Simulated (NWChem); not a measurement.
System: C₄H₅FO; SMILES C1(=O)CC[C@@H]1F

NWChem input:

```
start job
memory heap 200 mb stack 900 mb global 1100 mb
geometry units angstroms noautosym nocenter noautoz
  O      1.341720     1.378529     0.294238
  C      0.363089     0.750733    -0.007765
  C     -1.155735     0.989124     0.105329
  C     -1.325336    -0.560013     0.085460
  C      0.118394    -0.705612    -0.462938
  F      0.922480    -1.685270     0.062785
  H     -1.484077     1.529559     0.997175
  H     -1.564244     1.488223    -0.780737
  H     -2.126628    -0.972464    -0.530764
  H     -1.387031    -0.973191     1.095942
  H      0.136901    -0.780736    -1.559407
end
basis spherical
  * library def2-svp
end
dft
  xc m05-2x
  iterations 150
end
cosmo
  do_cosmo_smd true
  solvent dmso
end
task dft energy
```

Output (shortened):

```
             Northwest Computational Chemistry Package (NWChem) 7.3.0
             --------------------------------------------------------

                             Geometry "geometry" -> ""
                             -------------------------

 Output coordinates in angstroms (scale by  1.889725989 to convert to a.u.)

  No.       Tag          Charge          X              Y              Z
 ---- ---------------- ---------- -------------- -------------- --------------
    1 O                    8.0000     1.34172000     1.37852900     0.29423800
    2 C                    6.0000     0.36308900     0.75073300    -0.00776500
    3 C                    6.0000    -1.15573500     0.98912400     0.10532900
    4 C                    6.0000    -1.32533600    -0.56001300     0.08546000
    5 C                    6.0000     0.11839400    -0.70561200    -0.46293800
    6 F                    9.0000     0.92248000    -1.68527000     0.06278500
    7 H                    1.0000    -1.48407700     1.52955900     0.99717500
    8 H                    1.0000    -1.56424400     1.48822300    -0.78073700
    9 H                    1.0000    -2.12662800    -0.97246400    -0.53076400
   10 H                    1.0000    -1.38703100    -0.97319100     1.09594200
   11 H                    1.0000     0.13690100    -0.78073600    -1.55940700

 Effective nuclear repulsion energy (a.u.)     230.6353366040

                                 NWChem DFT Module
                                 -----------------

 Summary of "ao basis" -> "ao basis" (spherical)
 ------------------------------------------------------------------------------
       Tag                 Description            Shells   Functions and Types
 ---------------- ------------------------------  ------  ---------------------
 O                          def2-svp                 6       14   3s2p1d
 C                          def2-svp                 6       14   3s2p1d
 F                          def2-svp                 6       14   3s2p1d
 H                          def2-svp                 3        5   2s1p

 in cosmo_initialize ...
 calling solv_data for solv:dmso

 solvent parameters
 solvname_short: dmso
 solvname_long:  dimethylsulfoxide
 dielec:       46.8260
 dielecinf:     2.0079
 nonaqueous SMD model solvent descriptors
 dielec:       46.8260
 sola:          0.0000
 solb:          0.8800
 solc:          0.0000
 solg:         61.7800
 solh:          0.0000
 soln:          1.4170

          ---------------
          -cosmo- solvent
          ---------------
 Cosmo: York-Karplus, doi: 10.1021/jp992097l
 dielectric constant -eps-     =  46.83
 screen = (eps-1)/(eps    )    =   0.97864
 surface charge correction     = lagrangian

   van der Waals surface
 --------------------------

 ---------- ATOMIC COORDINATES (A.U.) ------------ VDWR(ANG.) --
     1    2.53548315    2.60504208    0.55602920     2.294
     2    0.68613872    1.41867966   -0.01467372     1.850
     3   -2.18402247    1.86917333    0.19904295     1.850
     4   -2.50452188   -1.05827112    0.16149598     1.850
     5    0.22373222   -1.33341333   -0.87482597     1.850
     6    1.74323443   -3.18469852    0.11864645     1.730
     7   -2.80449888    2.89044739    1.88438751     1.200
     8   -2.95599254    2.81233368   -1.47537900     1.200
     9   -4.01874420   -1.83769049   -1.00299852     1.200
    10   -2.62110853   -1.83906432    2.07103008     1.200
    11    0.25870538   -1.47537711   -2.94685193     1.200
 number of segments per atom =        128
 number of   points per atom =        128
 atom (   nspa,  nppa )
 ----------------------
    1 (     95,     0 )       0
    2 (     12,     0 )       0
    3 (     46,     0 )       0
    4 (     46,     0 )       0
    5 (     25,     0 )       0
    6 (     81,     0 )       0
    7 (     53,     0 )       0
    8 (     55,     0 )       0
    9 (     54,     0 )       0
   10 (     54,     0 )       0
   11 (     55,     0 )       0
 number of -cosmo- surface points =      576
 molecular surface =    130.706 angstrom**2
 molecular volume  =    113.817 angstrom**3
 -lineq- algorithm             =   0
 -bem- low  level              =   3
 -bem- from -octahedral-
 gaussian surface charge width =   4.50000
 degree of switching           =   1.00000
 switching function tolerance  =   0.00010
 atomic radii =
 --------------
    1  8.000  2.294
    2  6.000  1.850
    3  6.000  1.850
    4  6.000  1.850
    5  6.000  1.850
    6  9.000  1.730
    7  1.000  1.200
    8  1.000  1.200
    9  1.000  1.200
   10  1.000  1.200
   11  1.000  1.200
 ...... end of -cosmo- initialization ......

 nat:                    11
 ixmem:                  6636
 calling mnsol_interface()
 G(SMD-CDS) energy (kcal/mol)  =    -1.096
 SMD-CDS SASA (angstrom**2)    =   141.740

            General Information
            -------------------
          SCF calculation type: DFT
          Wavefunction type:  closed shell.
          No. of atoms     :    11
          No. of electrons :    46
           Alpha electrons :    23
            Beta electrons :    23
          Charge           :     0
          Spin multiplicity:     1
          Use of symmetry is: off; symmetry adaption is: off
          Maximum number of iterations: 150
          AO basis - number of functions:   109
                     number of shells:    51
          Convergence on energy requested:  1.00D-06
          Convergence on density requested:  1.00D-05
          Convergence on gradient requested:  5.00D-04

              XC Information
              --------------
                       M05-2X Method XC Functional
                     Hartree-Fock (Exact) Exchange  0.560
                M05-2X metaGGA Exchange Functional  0.440
                      M05-2X Correlation Potential  1.000

             Grid Information
             ----------------
          Grid used for XC integration:  medium
          Radial quadrature: Mura-Knowles
          Angular quadrature: Lebedev.
          Tag              B.-S. Rad. Rad. Pts. Rad. Cut. Ang. Pts.
          ---              ---------- --------- --------- ---------
          O                   0.60       49          11.0       434
          C                   0.70       49           9.0       434
          F                   0.50       49          11.0       434
          H                   0.35       45          10.0       434
          Grid pruning is: on
          Number of quadrature shells:   519
          Spatial weights used:  Erf1

      Superposition of Atomic Density Guess
      -------------------------------------

 Sum of atomic energies:        -326.97930240

      Non-variational initial energy
      ------------------------------

 Total energy =    -330.231859
 1-e energy   =    -904.420936
 2-e energy   =     343.553740
 HOMO         =      -0.294365
 LUMO         =      -0.032985

   convergence    iter        energy       DeltaE   RMS-Dens  Diis-err
 ---------------- ----- ----------------- --------- --------- ---------
     COSMO gas phase
 d= 0,ls=0.0,diis     1   -330.0055873369 -5.61D+02  1.86D-02  1.16D+00
 d= 0,ls=0.0,diis     2   -329.8852038385  1.20D-01  1.04D-02  2.87D+00
 d= 0,ls=0.0,diis     3   -330.1506894747 -2.65D-01  1.43D-03  2.19D-02
 d= 0,ls=0.0,diis     4   -330.1524365959 -1.75D-03  7.84D-04  8.43D-03
 d= 0,ls=0.0,diis     5   -330.1532209361 -7.84D-04  1.98D-04  3.10D-04
  Resetting Diis
 d= 0,ls=0.0,diis     6   -330.1532550870 -3.42D-05  7.34D-05  3.71D-05
 d= 0,ls=0.0,diis     7   -330.1532599373 -4.85D-06  4.72D-05  4.18D-06
 d= 0,ls=0.0,diis     8   -330.1532601605 -2.23D-07  1.42D-05  4.23D-06
 d= 0,ls=0.0,diis     9   -330.1532606015 -4.41D-07  6.02D-06  3.19D-07

   convergence    iter        energy       DeltaE   RMS-Dens  Diis-err
 ---------------- ----- ----------------- --------- --------- ---------
     COSMO solvation phase
 d= 0,ls=0.0,diis     1   -330.1642180450 -1.10D-02  2.22D-03  4.92D-03
 d= 0,ls=0.0,diis     2   -330.1653090174 -1.09D-03  4.34D-04  3.83D-03
 d= 0,ls=0.0,diis     3   -330.1656037306 -2.95D-04  1.83D-04  4.51D-04
 d= 0,ls=0.0,diis     4   -330.1656570836 -5.34D-05  4.90D-05  3.01D-05
 d= 0,ls=0.0,diis     5   -330.1656601167 -3.03D-06  2.25D-05  4.32D-06
 d= 0,ls=0.0,diis     6   -330.1656605648 -4.48D-07  6.93D-06  2.64D-07

         Total DFT energy =     -330.165660564828
      One electron energy =     -907.918751321226
           Coulomb energy =      389.969004976531
    Exchange-Corr. energy =      -42.516628726740
 Nuclear repulsion energy =      230.635336603997

             COSMO energy =       -0.334622097389

 Numeric. integr. density =       45.999999395797

                                COSMO-SMD solvation results
                                ---------------------------

             internal energy in gas <Psi(g)|H|Psi(g)> =      -330.153260601525
         internal energy in solvent <Psi(s)|H|Psi(s)> =      -330.151532181215
                               delta internal energy  =         0.001728420309 (    1.08 kcal/mol)
   total free energy in solvent <Psi(s)|H+V/2|Psi(s)> =      -330.163914063284
 polarization energy contribution <Psi(s)|V/2|Psi(s)> =        -0.012381882068 (   -7.77 kcal/mol)
    total free energy in solvent including G(SMD-CDS) =      -330.165660564828
                       G(SMD-CDS) energy contribution =        -0.001746501544 (   -1.10 kcal/mol)
     1 M fixed-concentration free energy of solvation =        -0.012399963303 (   -7.78 kcal/mol)

                       DFT Final Molecular Orbital Analysis
                       ------------------------------------

 Vector   21  Occ=2.000000D+00  E=-4.212134D-01
              MO Center= -8.2D-01, -1.4D-01, -9.2D-02, r^2= 3.1D+00
   Bfn.  Coefficient  Atom+Function         Bfn.  Coefficient  Atom+Function
  ----- ------------  ---------------      ----- ------------  ---------------
    95     -0.294796   9 H  s                46      0.284795   4 C  px
    74     -0.195685   6 F  px                4     -0.190591   1 O  px
    34     -0.171917   3 C  pz               60     -0.165831   5 C  px
    90      0.165921   8 H  s                16     -0.161833   2 C  s
    18      0.154624   2 C  px               17     -0.148192   2 C  s

 Vector   22  Occ=2.000000D+00  E=-3.943879D-01
              MO Center= -3.7D-01, -3.9D-01, -6.6D-02, r^2= 2.9D+00
   Bfn.  Coefficient  Atom+Function         Bfn.  Coefficient  Atom+Function
  ----- ------------  ---------------      ----- ------------  ---------------
    60     -0.240604   5 C  px               62      0.236262   5 C  pz
    46      0.227974   4 C  px               74     -0.208309   6 F  px
   105     -0.208584  11 H  s                48     -0.205769   4 C  pz
    76      0.204952   6 F  pz               33      0.187343   3 C  py
    45      0.179401   4 C  s                47     -0.174128   4 C  py

 Vector   23  Occ=2.000000D+00  E=-3.209239D-01
              MO Center=  5.2D-01,  7.4D-01,  7.5D-02, r^2= 2.5D+00
   Bfn.  Coefficient  Atom+Function         Bfn.  Coefficient  Atom+Function
  ----- ------------  ---------------      ----- ------------  ---------------
     5      0.379994   1 O  py               31     -0.307777   3 C  s
     8      0.283702   1 O  py               32     -0.275774   3 C  px
     4     -0.269561   1 O  px               61      0.242315   5 C  py
    35     -0.229973   3 C  px               59      0.216762   5 C  s
     7     -0.206398   1 O  px               19     -0.186475   2 C  py

 Vector   24  Occ=0.000000D+00  E= 1.482082D-02
              MO Center=  3.0D-01,  6.7D-01, -3.8D-02, r^2= 2.8D+00
   Bfn.  Coefficient  Atom+Function         Bfn.  Coefficient  Atom+Function
  ----- ------------  ---------------      ----- ------------  ---------------
    20      0.447268   2 C  pz               59     -0.442827   5 C  s
    23      0.418808   2 C  pz                9     -0.375109   1 O  pz
     6     -0.340896   1 O  pz               17      0.324761   2 C  s
   106      0.319071  11 H  s                31     -0.303320   3 C  s
    91      0.293075   8 H  s                86     -0.273051   7 H  s

 Vector   25  Occ=0.000000D+00  E= 1.266601D-01
              MO Center= -1.4D+00,  3.4D-01, -1.6D-01, r^2= 6.2D+00
   Bfn.  Coefficient  Atom+Function         Bfn.  Coefficient  Atom+Function
  ----- ------------  ---------------      ----- ------------  ---------------
    31      1.586011   3 C  s                45      1.338677   4 C  s
    86     -1.016172   7 H  s                91     -0.992784   8 H  s
   101     -0.860999  10 H  s                96     -0.804899   9 H  s
   106     -0.725522  11 H  s                17     -0.551605   2 C  s
    59      0.507602   5 C  s                36      0.474920   3 C  py

 Vector   26  Occ=0.000000D+00  E= 1.521315D-01
              MO Center= -6.0D-01, -2.8D-01, -1.8D-01, r^2= 6.2D+00
   Bfn.  Coefficient  Atom+Function         Bfn.  Coefficient  Atom+Function
  ----- ------------  ---------------      ----- ------------  ---------------
    59      1.512023   5 C  s                45     -1.294844   4 C  s
   106     -1.245719  11 H  s               101      1.236554  10 H  s
    86      0.652372   7 H  s                17     -0.582868   2 C  s
    91     -0.472777   8 H  s                65     -0.458721   5 C  pz
    37     -0.443929   3 C  pz               49     -0.443083   4 C  px

     Multipole analysis of the density
     ---------------------------------

     L   x y z        total         alpha         beta         nuclear
     -   - - -        -----         -----         ----         -------
     0   0 0 0     -0.000000    -23.000000    -23.000000     46.000000

     1   1 0 0     -1.670586     -1.414941     -1.414941      1.159296
     1   0 1 0     -0.056662      0.918814      0.918814     -1.894290
     1   0 0 1     -0.604884     -0.738679     -0.738679      0.872475

     2   2 0 0    -27.443546   -107.646925   -107.646925    187.850303
     2   1 1 0     -1.479102      2.390933      2.390933     -6.260968
     2   1 0 1     -0.729893     -2.258187     -2.258187      3.786482
     2   0 2 0    -28.875847   -125.036395   -125.036395    221.196943
     2   0 1 1     -0.079563    -10.013653    -10.013653     19.947743
     2   0 0 2    -23.083036    -25.188626    -25.188626     27.294217
```

Level: M05-2X/def2-SVP, SMD on the gas-phase geometry. Coordinates come from a B3LYP/6-31G* (spherical d) optimisation. Solvent: dimethyl sulfoxide.
